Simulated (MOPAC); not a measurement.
Input for MOPAC: PM6 on C2H4FN (a complex).

```
PM6 1SCF PRECISE CHARGE=0 THREADS=1
C2H4FN

F      0.48255518 1    -0.31717282 1    -0.34942402 1
H      0.35994762 1    -0.18489023 1     0.57557568 1
C     -0.20969189 1     0.42775574 1     4.86402029 1
C     -0.02030669 1     0.22427232 1     3.43915778 1
N      0.12916952 1     0.06362573 1     2.31424087 1
H     -1.22221563 1     0.14162215 1     5.14890445 1
H      0.50163771 1    -0.17950037 1     5.42391911 1
H     -0.05395055 1     1.47740773 1     5.11344393 1
```

Program output:

```
*******************************************************************************
 **                                                                           **
 **                              MOPAC v23.2.5                                **
 **                                                                           **
 *******************************************************************************
 ** MOPAC's Digital Object Identifier: https://doi.org/10.5281/zenodo.6511958 **
 **                                                                           **
 ** Please cite the open-source release paper for use of this MOPAC version:  **
 ** J. E. Moussa and J. J. P. Stewart (2026)                                  **
 ** MOPAC: An open-source semiempirical molecular orbital program             **
 ** J. Open Source Softw., 11(119), 8025, https://doi.org/10.21105/joss.08025 **
 *******************************************************************************

                              PM6 CALCULATION RESULTS

 *******************************************************************************
 *  PM6        - The PM6 Hamiltonian to be used
 *
 *
 *
 *                 CHARGE ON SYSTEM = 0
 *
 *
 *
 *  PRECISE    - TIGHTER CRITERIA TO BE USED
 *  1SCF       - DO 1 SCF AND THEN STOP
 *  THREADS=1  - MULTI-THREADING NOT USED
 *  T=         - A TIME OF 172800.0 SECONDS REQUESTED
 *  DUMP=N     - RESTART FILE WRITTEN EVERY 7200.0 SECONDS REQUESTED
 *******************************************************************************
PM6 1SCF PRECISE CHARGE=0 THREADS=1
 C2H4FN

   ATOM   CHEMICAL          X               Y               Z
  NUMBER   SYMBOL      (ANGSTROMS)     (ANGSTROMS)     (ANGSTROMS)

     1       F          0.48255518  *  -0.31717282  *  -0.34942402  *
     2       H          0.35994762  *  -0.18489023  *   0.57557568  *
     3       C         -0.20969189  *   0.42775574  *   4.86402029  *
     4       C         -0.02030669  *   0.22427232  *   3.43915778  *
     5       N          0.12916952  *   0.06362573  *   2.31424087  *
     6       H         -1.22221563  *   0.14162215  *   5.14890445  *
     7       H          0.50163771  *  -0.17950037  *   5.42391911  *
     8       H         -0.05395055  *   1.47740773  *   5.11344393  *



          CARTESIAN COORDINATES

    NO.       ATOM           X           Y           Z

     1         F          0.4826     -0.3172     -0.3494
     2         H          0.3599     -0.1849      0.5756
     3         C         -0.2097      0.4278      4.8640
     4         C         -0.0203      0.2243      3.4392
     5         N          0.1292      0.0636      2.3142
     6         H         -1.2222      0.1416      5.1489
     7         H          0.5016     -0.1795      5.4239
     8         H         -0.0540      1.4774      5.1134

 General Reference for PM6:
 "Optimization of Parameters for Semiempirical Methods V: Modification of NDDO Approximations
 and Application to 70 Elements", J. J. P. Stewart, J. Mol. Mod., 13, 1173-1213 (2007)
 URL: https://link.springer.com/article/10.1007/s00894-007-0233-4

           Empirical Formula: C2 H4 N F  =     8 atoms



      MOLECULAR POINT GROUP   :   C3v


      RHF CALCULATION, NO. OF DOUBLY OCCUPIED LEVELS = 12


 -------------------------------------------------------------------------------
 PM6 1SCF PRECISE CHARGE=0 THREADS=1
 C2H4FN



     1SCF WAS SPECIFIED, SO BFGS WAS NOT USED
     SCF FIELD WAS ACHIEVED


                              PM6 CALCULATION
                                                       MOPAC v23.2.5 Linux




          FINAL HEAT OF FORMATION =        -42.90272 KCAL/MOL =    -179.50498 KJ/MOL


          COSMO AREA              =        107.65 SQUARE ANGSTROMS
          COSMO VOLUME            =         83.05 CUBIC ANGSTROMS

          IONIZATION POTENTIAL    =         13.171266 EV
          HOMO LUMO ENERGIES (EV) =        -13.171  0.806
          NO. OF FILLED LEVELS    =         12
          MOLECULAR WEIGHT        =         61.0587         POINT GROUP:  C3v

          MOLECULAR DIMENSIONS (Angstroms)

            Atom       Atom       Distance
            H     8    F     1     5.77506
            H     7    H     6     1.77494
            H     6    F     1     1.51272


          SCF CALCULATIONS        =          1





   ATOM   CHEMICAL          X               Y               Z
  NUMBER   SYMBOL      (ANGSTROMS)     (ANGSTROMS)     (ANGSTROMS)

     1       F          0.48255518  *  -0.31717282  *  -0.34942402  *
     2       H          0.35994762  *  -0.18489023  *   0.57557568  *
     3       C         -0.20969189  *   0.42775574  *   4.86402029  *
     4       C         -0.02030669  *   0.22427232  *   3.43915778  *
     5       N          0.12916952  *   0.06362573  *   2.31424087  *
     6       H         -1.22221563  *   0.14162215  *   5.14890445  *
     7       H          0.50163771  *  -0.17950037  *   5.42391911  *
     8       H         -0.05395055  *   1.47740773  *   5.11344393  *

                             CARTESIAN COORDINATES

   1    F        0.482555180    -0.317172820    -0.349424020
   2    H        0.359947620    -0.184890230     0.575575680
   3    C       -0.209691890     0.427755740     4.864020290
   4    C       -0.020306690     0.224272320     3.439157780
   5    N        0.129169520     0.063625730     2.314240870
   6    H       -1.222215630     0.141622150     5.148904450
   7    H        0.501637710    -0.179500370     5.423919110
   8    H       -0.053950550     1.477407730     5.113443930


           Empirical Formula: C2 H4 N F  =     8 atoms



      MOLECULAR POINT GROUP   :   C3v


                  EIGENVALUES
 -39.28484 -32.54076 -27.70911 -18.63557 -16.41645 -16.38229 -16.38227 -14.55615
 -14.55615 -13.49195 -13.49195 -13.17127   0.80637   0.80637   2.36984   4.38990
   4.38991   4.43438   5.34563   6.38399


              NET ATOMIC CHARGES AND DIPOLE CONTRIBUTIONS

  ATOM NO.   TYPE          CHARGE      No. of ELECS.   s-Pop       p-Pop
    1          F          -0.346928        7.3469     1.96177     5.38515
    2          H           0.318737        0.6813     0.68126
    3          C          -0.444151        4.4442     1.07031     3.37384
    4          C           0.153468        3.8465     1.11955     2.72698
    5          N          -0.262101        5.2621     1.78498     3.47712
    6          H           0.193658        0.8063     0.80634
    7          H           0.193658        0.8063     0.80634
    8          H           0.193658        0.8063     0.80634
 DIPOLE           X         Y         Z       TOTAL
 POINT-CHG.    -0.704     0.757     5.300     5.399
 HYBRID        -0.088     0.094     0.661     0.673
 SUM           -0.791     0.852     5.960     6.073


          ATOMIC ORBITAL ELECTRON POPULATIONS

     Atom    s        px        py        pz
    1  F   1.96177   1.98959   1.98788   1.40768
    2  H   0.68126
    3  C   1.07031   1.19792   1.19731   0.97862
    4  C   1.11955   0.89915   0.89923   0.92860
    5  N   1.78498   1.12751   1.12777   1.22184
    6  H   0.80634
    7  H   0.80634
    8  H   0.80634

 **********************
 *                    *
 * JOB ENDED NORMALLY *
 *                    *
 **********************




 == MOPAC DONE ==
```

The run finished.

Cost: around 0.020 core-seconds (rough).
